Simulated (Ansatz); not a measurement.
One change: `B/C=C(/C)F` becomes `B/C=C(\F)Cl`.

Ansatz, PBE0-D4/def2-TZVP geometries, multiplicity 1. 

```
                                                                                  property  `B/C=C(/C)F`
                                                        HOMO energy (PBE0/def2-TZVPP) / eV         -7.89
                                                   HOMO–LUMO gap (ωB97M-V/def2-TZVPP) / eV         10.21
                                        size of the dipole moment (ωB97M-V/def2-TZVPP) / D          2.74
                                            zero-point energy (PBE0-D4/def2-TZVP) / kJ/mol         219.9
ideal-gas entropy at 298 K and 1 bar (rigid rotor, harmonic PBE0-D4/def2-TZVP) / J/(mol·K)           315
                                                      HOMO–LUMO gap (PBE0/def2-TZVPP) / eV          6.03
```

Question: What does the change do to each property? (Best estimate.)

Answer: Ansatz gave: 
| property | `B/C=C(\F)Cl` | shift |
| --- | --- | --- |
| HOMO energy (PBE0/def2-TZVPP) / eV | -8.18 | -0.29 |
| HOMO–LUMO gap (ωB97M-V/def2-TZVPP) / eV | 10.03 | -0.18 |
| size of the dipole moment (ωB97M-V/def2-TZVPP) / D | 1.11 | -1.63 |
| zero-point energy (PBE0-D4/def2-TZVP) / kJ/mol | 123.1 | -96.8 |
| ideal-gas entropy at 298 K and 1 bar (rigid rotor, harmonic PBE0-D4/def2-TZVP) / J/(mol·K) | 313 | -2 |
| HOMO–LUMO gap (PBE0/def2-TZVPP) / eV | 5.88 | -0.15 |

With PBE0 the HOMO falls by 0.29 eV and the LUMO falls by 0.44 eV, so the gap narrows by about 0.15 eV. PBE moves the HOMO by -0.28 eV and ωB97M-V by -0.24 eV. The zero-point energy changes by -96.8 kJ/mol with -9 modes. Dipoles are sizes alone; their direction can turn.
